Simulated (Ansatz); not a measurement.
A structure relaxed at PBE-D4/def2-TZVP in Ansatz, charge 0, singlet:

```xyz
5

Tc    0.015    0.055    0.029
O     1.064   -0.362    1.285
O     0.747    1.001   -1.163
O    -1.454    0.687    0.571
H    -0.371   -1.382   -0.721
```

Problem. Give its formula, name or SMILES and point group.

Solution. TcO₃H. Point group C3v (tolerance 0.1 Å).

Problem. Summarise the bond lengths by kind (pairs closer than 1.2 times the sum of covalent radii, bridged metal pairs left out).

Solution. 3 × O–Tc 1.69 Å; 1 × H–Tc 1.67 Å. The metal has 4 neighbours: O 1.69 Å, O 1.69 Å, O 1.69 Å, H 1.67 Å.

In the def2 sets Tc takes a core potential; there is no spin–orbit coupling. The restricted singlet is unstable towards broken spin symmetry in Hartree–Fock (as tested in another run); at PBE-D4/def2-TZVP this wasn't settled.
